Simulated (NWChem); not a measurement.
Species: Si₂H₃F₃; SMILES F[SiH2][SiH](F)F

```xyz
8

Si    -0.0901    -1.3069    -0.5286
F      0.7157    -2.3270     0.4790
Si    -0.0032     0.8578     0.3910
F     -0.9021     1.8112    -0.5888
F      1.5349     1.4048     0.3322
H      0.5668    -1.3264    -1.8793
H     -1.5139    -1.7737    -0.6457
H     -0.4987     1.0290     1.7946
```
Atoms are numbered in this order, from 1.

Level: PBE-D3(BJ)/def2-SVP (NWChem), optimised geometry, unscaled harmonic frequencies. 

**Question.** List the harmonic frequencies with IR intensities, and the thermochemistry.

**Answer.** 
| frequency (cm⁻¹) | IR intensity (km/mol) |
|---|---|
| 47 | 2.7 |
| 86 | 4.3 |
| 170 | 16.3 |
| 201 | 0.4 |
| 301 | 20.8 |
| 424 | 7.0 |
| 508 | 19.1 |
| 708 | 21.5 |
| 768 | 236.9 |
| 793 | 31.8 |
| 812 | 133.1 |
| 830 | 102.5 |
| 902 | 23.4 |
| 911 | 84.9 |
| 930 | 154.1 |
| 2167 | 86.0 |
| 2182 | 63.0 |
| 2194 | 144.5 |

```json
{
 "zero_point_energy": "21.3 kcal/mol",
 "thermal correction to the enthalpy at 298.15 K (with zero-point energy)": "26.4 kcal/mol",
 "heat capacity Cv": "22.8 cal/(mol K)",
 "entropy at 298.15 K and 1 atm (symmetry number 1)": "85.5 cal/(mol K)",
 "dipole_moment": "1.16 D"
}
```

Rigid rotor and harmonic oscillator; modes under 100 cm⁻¹ make the entropy uncertain.
